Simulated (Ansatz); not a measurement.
Si(vinyl)(OMe)3 (C₅H₁₂O₃Si). The state is a singlet with charge 0. Geometry PBE-D4/def2-SVP; atoms count from 1.

```xyz
21

Si    0.020   -0.087    0.214
C     1.712    0.193    0.932
C     2.718   -0.698    0.825
H     1.901    1.142    1.470
H     2.573   -1.656    0.297
H     3.717   -0.514    1.258
O     0.086   -1.565   -0.550
C    -1.049   -2.238   -1.067
H    -1.859   -2.320   -0.309
H    -0.746   -3.261   -1.371
H    -1.465   -1.719   -1.960
O    -0.417    1.173   -0.805
C     0.385    1.657   -1.864
H     1.424    1.894   -1.536
H    -0.071    2.588   -2.261
H     0.455    0.924   -2.700
O    -1.217   -0.163    1.328
C    -1.894    0.940    1.900
H    -1.322    1.373    2.753
H    -2.873    0.593    2.292
H    -2.077    1.746    1.157
```

Question: Estimate the Mulliken populations from the PBE0/def2-TZVP orbitals of Ansatz.

Answer: 
```json
{"atom": "Si1", "charge (e)": "0.72"}
{"atom": "C2", "charge (e)": "-0.29"}
{"atom": "C3", "charge (e)": "-0.23"}
{"atom": "H4", "charge (e)": "0.12"}
{"atom": "H5", "charge (e)": "0.15"}
{"atom": "H6", "charge (e)": "0.13"}
{"atom": "O7", "charge (e)": "-0.35"}
{"atom": "C8", "charge (e)": "-0.22"}
{"atom": "H9", "charge (e)": "0.13"}
{"atom": "H10", "charge (e)": "0.13"}
{"atom": "H11", "charge (e)": "0.12"}
{"atom": "O12", "charge (e)": "-0.35"}
{"atom": "C13", "charge (e)": "-0.22"}
{"atom": "H14", "charge (e)": "0.12"}
{"atom": "H15", "charge (e)": "0.13"}
{"atom": "H16", "charge (e)": "0.12"}
{"atom": "O17", "charge (e)": "-0.35"}
{"atom": "C18", "charge (e)": "-0.22"}
{"atom": "H19", "charge (e)": "0.12"}
{"atom": "H20", "charge (e)": "0.13"}
{"atom": "H21", "charge (e)": "0.13"}
```
Mulliken values depend strongly on the basis.

Question: And the Mayer bond orders between heavy atoms (over 0.3)?

Answer: Si1–C2 0.97 (1.86 Å); Si1–O7 1.19 (1.67 Å); Si1–O12 1.16 (1.68 Å); Si1–O17 1.19 (1.67 Å); C2–C3 1.95 (1.35 Å); O7–C8 0.96 (1.42 Å); O12–C13 0.97 (1.41 Å); O17–C18 0.95 (1.41 Å).
